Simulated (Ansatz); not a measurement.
Two isomers of CH4FNSi: A = `C=N[SiH2]F`, B = `F[SiH]1CN1`.

Isolated molecules relaxed with PBE0-D4/def2-TZVP in Ansatz; ΔE leaves out vibrations. CCSD(T)/CBS is the MP2 limit (def2-TZVPP, def2-QZVPP) plus CCSD(T) − MP2 in def2-TZVPP, frozen cores. Functionals use def2-TZVPP. One conformer a species, not always the lowest.

**Question.** Which is lower in electronic energy at CCSD(T)/CBS, and by how much? (Best estimate.)

**Answer.** Ansatz gave: A, by 15.0 kcal/mol.

**Question.** Give E(B) − E(A) in kcal/mol with ωB97M-V, BLYP-D4, B2PLYP, PBE-D4, MP2/def2-TZVPP, CCSD/def2-TZVPP, r2SCAN-D4. (An estimate is asked.)

**Answer.** The calculation gave: ωB97M-V 13.6, BLYP-D4 18.3, B2PLYP 16.6, PBE-D4 11.7, MP2/def2-TZVPP 13.9, CCSD/def2-TZVPP 16.4, r2SCAN-D4 12.7. None reverses the order clearly.

**Question.** Does the order hold for the free energy at 298.15 K (harmonic terms from PBE0-D4)? (An estimate is asked.)

**Answer.** Ansatz gave: Yes: G(B) − G(A) = +17.3 kcal/mol, for one conformer each.

Largest T1 diagnostic: 0.013.

From BLYP to BHLYP (50 % exact exchange), in def2-TZVPP and without D4, E(B) − E(A) moves by −0.9 kcal/mol. At CCSD(T), def2-SVP lies +5.3 kcal/mol from the extrapolated value and def2-TZVPP +1.1 kcal/mol.
